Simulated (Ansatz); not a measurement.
```xyz
4

N     0.194   -0.178    0.273
Zn   -0.108   -0.285   -1.593
H    -0.677   -0.258    0.791
H     0.592    0.722    0.529
```

Total charge 0; spin multiplicity 2.

Problem. List the r2SCAN/def2-TZVPP orbital energies in eV (the Gaussian-basis code of Ansatz). (Estimate.)

Solution. Ansatz gave: α occupied: -9434.68, -1143.96, -1006.58, -1006.57, -1006.53, -384.62, -129.94, -85.76, -85.72, -85.58, -21.35, -12.06, -11.98, -11.61, -11.61, -11.55, -10.92, -8.84, -6.34, -5.02. α empty: -1.07, -0.77, 0.73, 2.95, 3.27, 4.28, 5.61, 5.86. β occupied: -9434.65, -1143.97, -1006.59, -1006.57, -1006.49, -384.45, -129.92, -85.73, -85.69, -85.56, -20.98, -11.97, -11.77, -11.52, -11.52, -11.45, -10.80, -8.44, -5.92. β empty: -3.17, -0.37, -0.07, 0.96, 2.95, 3.38, 4.39, 5.51. ⟨S²⟩ = 0.757.
